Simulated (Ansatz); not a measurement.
Geometry optimisation, RKS revPBE/6-31G (Ansatz).

Input:

```yaml
crystal:
  periodic: [false, false, false]
  atoms:
    - { symbol: C, position_ang: [-1.055, 0.5982, -0.0464] }
    - { symbol: Si, position_ang: [-0.331, -0.2645, 1.3527] }
    - { symbol: S, position_ang: [1.4055, -1.0797, 0.4382] }
    - { symbol: C, position_ang: [1.2788, -0.3597, -1.2026] }
    - { symbol: S, position_ang: [-0.5613, -0.193, -1.6145] }
    - { symbol: H, position_ang: [-2.1959, 0.6488, -0.0104] }
    - { symbol: H, position_ang: [-0.7492, 1.6885, -0.096] }
    - { symbol: H, position_ang: [-1.1358, -1.3578, 1.845] }
    - { symbol: H, position_ang: [0.0544, 0.6696, 2.5033] }
    - { symbol: H, position_ang: [1.69, 0.6117, -1.227] }
    - { symbol: H, position_ang: [1.6648, -1.0192, -1.9216] }
basis:
  gaussian: { orbitals: "6-31G" }
hamiltonian:
  xc: revpbe
relax:
  f_tol: 0.02
  max_steps: 40
scf:
  lower_state_search: "off"
output:
  orbitals: {}
```

Launched with:

```bash
$ ansatz run input.yaml --threads 1 --pin off --max-ram 2048MiB --backend cpu --events-out ev --progress --plain --runs-dir out
```

Problem. Where does it end, and by what steps?

Solution. The forces met the threshold. Limits of this set-up: no polarisation functions. After 6 steps the energy has fallen by 0.815 eV; S3 moved furthest, 0.18 Å.

```tsv
step	energy less start (eV)	largest force component (eV/Å)	accepted
0	0.0000	3.217	yes
1	-0.6261	1.466	yes
2	-0.6060	1.237	no
3	-0.8040	0.256	yes
4	-0.8133	0.052	yes
5	-0.8144	0.025	yes
6	-0.8146	0.005	yes
```

```xyz
11
Properties=species:S:1:pos:R:3
C -1.116 0.668 -0.079
Si -0.307 -0.274 1.421
S 1.512 -1.222 0.461
C 1.255 -0.359 -1.239
S -0.560 -0.130 -1.716
H -2.214 0.578 -0.055
H -0.841 1.736 -0.069
H -1.208 -1.349 1.989
H 0.074 0.696 2.523
H 1.765 0.614 -1.218
H 1.705 -1.015 -1.997
```

Whether the end is a true minimum wasn't checked by a vibrational analysis.

The run took 14 s on 1 thread of Intel(R) Xeon(R) 6975P-C (Granite Rapids), with other jobs on the host, peak memory 0.15 GiB.
